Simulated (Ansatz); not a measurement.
Caution, from a PySCF single point (PBE0-D3(BJ)/def2-TZVPD) at this geometry: the highest occupied level lies above zero, so the state may not be bound. This triplet is an excited state, 1.05 eV above the relaxed singlet at the level frozen-core CCSD(T)/aug-cc-pVDZ // PBE0-D3(BJ)/def2-TZVPD (Ansatz, a program for electronic structure).

Species: H3AlClSi, SMILES `[SiH3][Al-][Cl]` (excited triplet) (charge -1, multiplicity 3).

Problem. Give a relaxed geometry from Ansatz with PBE0-D3(BJ)/def2-TZVPD.

Solution. the end point of this relaxation (outside a Z-matrix the atoms follow the SMILES, hydrogens last).
Z-matrix (Å, degrees):
```
Si
H 1 1.5045
H 1 1.5119 2 103.66
H 1 1.5119 2 103.64 3 -105.50
Al 1 2.4365 2 108.53 4 -127.26
Cl 5 2.2228 1 117.04 2 -179.88
```
